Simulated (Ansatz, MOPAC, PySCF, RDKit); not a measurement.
Noncovalent pair: C2H4 (SMILES C=C) (first 6 atoms) with CH2O2 (SMILES O=CO); geometry from B3LYP-D3(BJ)/def2-TZVP, rigid monomers moved along the line of their centres of mass till C1···H11 is 2.68 Å.
(charge 0, multiplicity 1):
| atom | x (Å) | y (Å) | z (Å) |
|---|---|---|---|
| C | -0.5815 | -0.2437 | -0.0160 |
| C | 0.6177 | 0.3200 | 0.0712 |
| H | -0.8066 | -1.1666 | 0.5048 |
| H | -1.3733 | 0.1904 | -0.6147 |
| H | 0.8555 | 1.2381 | -0.4526 |
| H | 1.4055 | -0.1268 | 0.6657 |
| O | 0.3404 | -1.2035 | 3.6259 |
| C | -0.1540 | -0.2282 | 4.1206 |
| O | -0.6073 | 0.8390 | 3.4544 |
| H | -0.2998 | -0.0845 | 5.1996 |
| H | -0.4682 | 0.6908 | 2.4960 |

Monomers are frozen at their geometry in the pair; levels with a basis set take the counterpoise correction. Rows marked so take none. RDKit's UFF carries no charges.

Cores are frozen in the correlated methods. Rows in 6-31G* carry no dispersion term and start afresh at each structure (6-31G* with six Cartesian d functions). The state that AM1, PM6 reach isn't checked.

Programs: Ansatz (Gaussian orbitals); MOPAC for AM1, PM6 (differences of heats of formation); PySCF for 6-31G* rows, the dispersion terms; RDKit for the force fields. Each number belongs to the level named beside it.

```
level                           interaction energy (kcal/mol)
------------------------------  -----------------------------
UFF                                                     -0.16
AM1                                                     -0.93
PM6                                                     -1.59
HF/6-31G*                                               -2.57
B3LYP/6-31G* (no counterpoise)                          -4.29
B3LYP-D3(BJ)/def2-TZVPPD                                  [?]
PBE0/def2-TZVPPD                                        -3.25
PBE0-D4/def2-TZVPPD                                       [?]
CCSD(T)/aug-cc-pVDZ                                     -3.31
```

**Question.** Complete the blanks.

**Answer.** 
- B3LYP-D3(BJ)/def2-TZVPPD, interaction energy (kcal/mol): -4.06
- PBE0-D4/def2-TZVPPD, interaction energy (kcal/mol): -4.18

Ansatz is a first-principles code.
